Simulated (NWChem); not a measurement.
System: SrHOCl; SMILES [Sr]([Cl])[OH]

```xyz
4

Sr    -0.2416     0.4000     0.0000
Cl     0.2127    -2.2025     0.0003
O      0.5667     2.3782     0.0031
H      1.0293     3.2165    -0.0300
```
Atoms are numbered in this order, from 1.

Computed with NWChem. Structure relaxed at the PBE0/def2-SVP level. def2 effective core potentials on Sr; no spin-orbit coupling. Total energies compare along this basis series because the functional is fixed.

```
level                    basis functions  energy (Ha)  highest occupied level (eV)  orbital gap (eV)  dipole (D)  relative time
-----------------------  ---------------  -----------  ---------------------------  ----------------  ----------  -------------
Hartree-Fock/def2-SVP                 60    -565.2299                       -10.40             10.34        5.27              1
Hartree-Fock/def2-SVPD                84    -565.2495                       -10.64             10.50        5.31              3
Hartree-Fock/def2-TZVP               107    -565.4876                       -10.59             10.46        5.30              3
Hartree-Fock/def2-TZVPP              127    -565.4911                       -10.60             10.48        5.29              4
Hartree-Fock/def2-QZVP               206    -565.5104                       -10.62             10.42        5.24             10
```

Relative times are rough (shared machine, one core).
